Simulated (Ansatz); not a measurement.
Basis-set series for ClFH₂OSi₂. Charge 0, multiplicity 1. The bonds changed during the relaxation, so this is another structure than the one it started from. The structure was optimised at the PBE0-D4/def2-TZVP level.

```xyz
7

F     0.668   -1.853    1.561
Si    1.674   -1.499    0.350
O     0.922   -0.216   -0.339
Si   -0.397    0.760   -0.346
Cl   -2.058   -0.327   -0.835
H    -0.608    1.345    0.994
H    -0.201    1.790   -1.385
```

```json
{"functional": "PBE0-D4", "basis": "def2-SVP", "functions": "92", "energy (Eh)": "-1214.58379", "HOMO (eV)": "-7.81", "LUMO (eV)": "-1.80"}
{"functional": "PBE0-D4", "basis": "def2-QZVPP", "functions": "384", "energy (Eh)": "-1215.22567", "HOMO (eV)": "-7.94", "LUMO (eV)": "-1.96"}
{"functional": "ωB97M-V", "basis": "def2-SVP", "functions": "92", "energy (Eh)": "-1215.05498", "HOMO (eV)": "-9.95", "LUMO (eV)": "0.35"}
{"functional": "ωB97M-V", "basis": "def2-QZVPP", "functions": "384", "energy (Eh)": "-1215.69615", "HOMO (eV)": "-10.13", "LUMO (eV)": "0.00"}
```

(1) Give the rows for def2-TZVPP. (Best estimate.)

## Answers

(1) Ansatz gave: 
| functional | basis | functions | energy (Eh) | HOMO (eV) | LUMO (eV) |
| --- | --- | --- | --- | --- | --- |
| PBE0-D4 | def2-TZVPP | 216 | -1215.18150 | -7.91 | -1.91 |
| ωB97M-V | def2-TZVPP | 216 | -1215.65484 | -10.09 | 0.12 |

Positive LUMOs are unbound and depend on the basis.
